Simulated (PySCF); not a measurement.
H6Si3, SMILES [SiH2]1[SiH2][SiH2]1.

Geometry optimised at PBE0-D3(BJ)/def2-SVP.

All values below come from PBE0-D3(BJ)/def2-SVP run with PySCF.

Frequencies are harmonic and unscaled.

Modes within 1.5 cm⁻¹ of each other (mostly degenerate sets) share a row, with their intensities summed.

### Question
List the normal modes with their intensities. (An estimate is asked for; the answer gives what the named calculation found.)

### Answer

```csv
mode,ν (cm⁻¹),IR (km/mol),Raman (Å⁴/amu),depolarisation,moving atoms (share of kinetic energy)
1–2,201,0.0,0.6,0.75,H 96 %
3,341,20.7,0.0,–,H 98 %
4–5,381,4.5,41.1,0.75,Si 92 %
6,424,0.0,0.0,–,"H 84 %, Si 16 %"
7,512,0.0,52.2,0.08,"Si 89 %, H 11 %"
8–9,598,0.0,39.4,0.75,"H 85 %, Si 15 %"
10–11,621,99.4,0.4,0.75,"H 92 %, Si 8 %"
12,664,0.0,0.0,–,H 100 %
13–14,873,366.7,26.6,0.75,H 96 %
15,875,0.0,17.8,0.74,"H 91 %, Si 9 %"
16–18,2228,217.7,777.9,0.75,H 98 %
19–20,2250,0.0,423.5,0.75,H 95 %
21,2260,161.6,0.0,–,H 95 %
```
